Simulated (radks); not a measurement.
Values are calculated unless marked as measured or tabulated.
Neutral antimony inside a hard spherical wall (all orbitals vanish at R), configuration held at [Kr] 4d10 5s2 5p3 and not refilled when levels cross. Code: a radial shooting solver on a logarithmic mesh with Libxc functionals. Model: scalar-relativistic Kohn-Sham, LDA (Slater exchange, Perdew-Wang correlation), spin-polarised, spherical densities, finite nucleus; open shells are filled with parallel spins first (spin-orbit coupling, left out, can overturn this in heavy ions); Fermi nuclear charge, rms radius 4.6802 fm. Eigenvalues in eV for spin up, with the zero of energy where the potential of the charges vanishes at infinity; a dash marks a level that is unbound or too diffuse for the functional's potential to be trusted. A positive occupied level is held by the wall or, in an anion where self-interaction has pushed it up, behind a barrier. The pressure on the wall is -dE/dV.

[
 {"R (bohr)": "free", "E (hartree)": "-6475.82886", "kinetic (hartree)": "6770.844", "e(4p)": "-101.44", "e(4d)": "-33.468", "e(5s)": "-13.592", "e(5p)": "-5.520", "e(6s, empty)": "-0.541", "e(5d, empty)": "-", "pressure (GPa)": "0"},
 {"R (bohr)": "15", "E (hartree)": "-6475.82886", "kinetic (hartree)": "6770.844", "e(4p)": "-101.44", "e(4d)": "-33.468", "e(5s)": "-13.592", "e(5p)": "-5.520", "e(6s, empty)": "-0.482", "e(5d, empty)": "0.898", "pressure (GPa)": "< 0.0001"},
 {"R (bohr)": "12", "E (hartree)": "-6475.82884", "kinetic (hartree)": "6770.844", "e(4p)": "-101.44", "e(4d)": "-33.466", "e(5s)": "-13.590", "e(5p)": "-5.519", "e(6s, empty)": "-0.314", "e(5d, empty)": "1.154", "pressure (GPa)": "0.000384"},
 {"R (bohr)": "8", "E (hartree)": "-6475.82588", "kinetic (hartree)": "6770.870", "e(4p)": "-101.26", "e(4d)": "-33.292", "e(5s)": "-13.453", "e(5p)": "-5.378", "e(6s, empty)": "1.289", "e(5d, empty)": "2.366", "pressure (GPa)": "0.137"},
 {"R (bohr)": "7", "E (hartree)": "-6475.81839", "kinetic (hartree)": "6770.924", "e(4p)": "-100.97", "e(4d)": "-33.002", "e(5s)": "-13.231", "e(5p)": "-5.132", "e(6s, empty)": "2.842", "e(5d, empty)": "3.290", "pressure (GPa)": "0.629"},
 {"R (bohr)": "5", "E (hartree)": "-6475.69243", "kinetic (hartree)": "6771.611", "e(4p)": "-98.460", "e(4d)": "-30.566", "e(5s)": "-11.326", "e(5p)": "-2.751", "e(6s, empty)": "13.340", "e(5d, empty)": "8.764", "pressure (GPa)": "16.9"},
 {"R (bohr)": "3.5", "E (hartree)": "-6474.71334", "kinetic (hartree)": "6775.671", "e(4p)": "-90.310", "e(4d)": "-22.799", "e(5s)": "-3.231", "e(5p)": "7.896", "e(6s, empty)": "50.358", "e(5d, empty)": "26.893", "pressure (GPa)": "322"},
 {"R (bohr)": "1.5", "E (hartree)": "-6417.03222", "kinetic (hartree)": "6961.770", "e(4p)": "20.224", "e(4d)": "96.015", "e(5s)": "258.71", "e(5p)": "298.90", "e(6s, empty)": "706.97", "e(5d, empty)": "357.44", "pressure (GPa)": "172000"}
]
